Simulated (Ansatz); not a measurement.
Geometry optimisation, RKS CAM-B3LYP-D4/def2-SVP in Ansatz 0.2.0.

The input (input.yaml):

```yaml
crystal:
  periodic: [false, false, false]
  atoms:
    - { symbol: "N", position_ang: [2.1105, -0.6217, 2.1592] }
    - { symbol: C, position_ang: [1.313, -0.1214, 1.3818] }
    - { symbol: Si, position_ang: [0.0939, 0.6226, 0.1287] }
    - { symbol: P, position_ang: [-1.3135, -0.8823, -0.4794] }
    - { symbol: H, position_ang: [0.8197, 1.0471, -1.1191] }
    - { symbol: H, position_ang: [-0.6118, 1.806, 0.689] }
    - { symbol: H, position_ang: [-1.04124, -1.87268, 0.45182] }
    - { symbol: H, position_ang: [-2.44923, -0.34372, 0.20627] }
basis:
  gaussian: { orbitals: def2-SVP }
hamiltonian:
  xc: cam_b3lyp
  dispersion: d4
relax:
  f_tol: 0.015
  max_steps: 40
```

Command:

```bash
$ ansatz run input.yaml --threads 2 --pin off --max-ram 3072MiB --backend cpu --events-out ev --progress --plain --runs-dir out
```

Q: Where does it end, and by what steps?

A: It converged. After 19 steps the energy has fallen by 0.522 eV; H8 moved furthest, 0.96 Å.

```tsv
step	energy less start (eV)	largest force component (eV/Å)	accepted
0	0.0000	4.539	yes
1	-0.4178	0.721	yes
2	-0.4401	0.282	yes
3	-0.4437	0.078	yes
4	-0.4444	0.028	yes
5	-0.4459	0.082	yes
6	-0.4472	0.512	yes
7	-0.4522	0.185	yes
8	-0.4710	0.140	yes
9	-0.4706	0.836	no
10	-0.4845	0.108	yes
11	-0.4939	0.118	yes
12	-0.5007	0.366	yes
13	-0.4944	0.981	no
14	-0.5126	0.133	yes
15	-0.5193	0.085	yes
16	-0.5207	0.117	yes
17	-0.5213	0.066	yes
18	-0.5214	0.029	yes
19	-0.5215	0.010	yes
```

```xyz
8
Properties=species:S:1:pos:R:3
N 1.717 -0.453 2.348
C 1.111 -0.010 1.470
Si 0.095 0.657 0.060
P -1.669 -0.671 -0.396
H 0.990 0.740 -1.119
H -0.372 2.006 0.460
H -0.892 -1.863 -0.375
H -2.060 -0.773 0.969
```

Time of the run: 26 s on 2 threads of AMD EPYC 9R14 (Zen 4), on a shared host, peak memory 0.21 GiB.
